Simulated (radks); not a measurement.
Values are calculated unless marked as measured or tabulated.
Ionisation of neutral strontium, [Kr] 5s2, to [Kr] 5s1 as the strength of local exchange is varied. Code: a radial shooting solver on a logarithmic mesh with Libxc functionals. Model: Dirac Kohn-Sham, Slater X-alpha exchange (alpha = 2/3 is LDA exchange), no correlation, spin-unpolarised, spherical densities, finite nucleus; Fermi nuclear charge, rms radius 4.224 fm.

[
 {"alpha": "0.621", "E(Sr) (hartree)": "-3165.94407", "exchange (hartree)": "-90.95323", "IE (eV)": "4.997", "-e of the level emptied (eV)": "2.649 (5s1/2)", "<r> of it (bohr)": "4.480"},
 {"alpha": "0.652", "E(Sr) (hartree)": "-3170.48747", "exchange (hartree)": "-95.62247", "IE (eV)": "5.145", "-e of the level emptied (eV)": "2.780 (5s1/2)", "<r> of it (bohr)": "4.432"},
 {"alpha": "0.667", "E(Sr) (hartree)": "-3172.68810", "exchange (hartree)": "-97.88617", "IE (eV)": "5.217", "-e of the level emptied (eV)": "2.844 (5s1/2)", "<r> of it (bohr)": "4.409"},
 {"alpha": "0.705", "E(Sr) (hartree)": "-3178.26942", "exchange (hartree)": "-103.63368", "IE (eV)": "5.401", "-e of the level emptied (eV)": "3.008 (5s1/2)", "<r> of it (bohr)": "4.352"},
 {"alpha": "0.726", "E(Sr) (hartree)": "-3181.35779", "exchange (hartree)": "-106.81781", "IE (eV)": "5.504", "-e of the level emptied (eV)": "3.101 (5s1/2)", "<r> of it (bohr)": "4.322"},
 {"alpha": "0.815", "E(Sr) (hartree)": "-3194.47777", "exchange (hartree)": "-120.37464", "IE (eV)": "5.952", "-e of the level emptied (eV)": "3.505 (5s1/2)", "<r> of it (bohr)": "4.199"},
 {"alpha": "0.878", "E(Sr) (hartree)": "-3203.79544", "exchange (hartree)": "-130.03185", "IE (eV)": "6.278", "-e of the level emptied (eV)": "3.804 (5s1/2)", "<r> of it (bohr)": "4.117"},
 {"alpha": "1.003", "E(Sr) (hartree)": "-3222.35766", "exchange (hartree)": "-149.34202", "IE (eV)": "6.950", "-e of the level emptied (eV)": "4.424 (5s1/2)", "<r> of it (bohr)": "3.966"}
]

NIST Atomic Spectra Database: 5.695 eV (measured). The Delta-SCF value meets it near alpha = 0.76. Spin polarisation and multiplet splitting are left out, so open shells lie too high by an amount that depends on their filling.

Beside tabulated values, note that spin-unpolarised runs miss the spin-polarisation part of the exchange energy of open shells.
